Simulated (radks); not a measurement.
Neutral zinc inside a hard spherical wall (all orbitals vanish at R), configuration held at [Ar] 3d10 4s2 and not refilled when levels cross. Method: non-relativistic Kohn-Sham, LDA (Slater exchange, Perdew-Wang correlation), spin-unpolarised, spherical densities, point nucleus; computed with a radial shooting solver on a logarithmic mesh with Libxc functionals. Eigenvalues in eV, with the zero of energy where the potential of the charges vanishes at infinity; a dash marks a level that is unbound or too diffuse for the functional's potential to be trusted. A positive occupied level is held by the wall or, in an anion where self-interaction has pushed it up, behind a barrier. The pressure on the wall is -dE/dV.

| R (bohr) | E (hartree) | kinetic (hartree) | e(3s) | e(3p) | e(3d) | e(4s) | e(4p, empty) | e(5s, empty) | pressure (GPa) |
|---|---|---|---|---|---|---|---|---|---|
| free | -1776.56148 | 1774.691 | -124.43 | -82.238 | -10.851 | -6.061 | -1.275 | -0.018 | 0 |
| 20 | -1776.56148 | 1774.691 | -124.43 | -82.238 | -10.851 | -6.061 | -1.275 | 0.107 | < 0.0001 |
| 12 | -1776.56147 | 1774.691 | -124.43 | -82.237 | -10.850 | -6.060 | -1.254 | 0.759 | 0.000167 |
| 10 | -1776.56137 | 1774.692 | -124.42 | -82.226 | -10.840 | -6.051 | -1.192 | 1.503 | 0.00329 |
| 7 | -1776.55643 | 1774.730 | -124.16 | -81.966 | -10.584 | -5.811 | -0.549 | 5.546 | 0.304 |
| 4 | -1776.32855 | 1775.721 | -120.27 | -78.093 | -6.835 | -0.872 | 7.054 | 35.362 | 46.6 |
| 3.5 | -1776.09009 | 1776.609 | -117.75 | -75.599 | -4.415 | 3.029 | 12.248 | 53.152 | 131 |
| 2 | -1770.19528 | 1795.992 | -88.438 | -46.485 | 26.288 | 70.165 | 89.108 | 269.67 | 8120 |
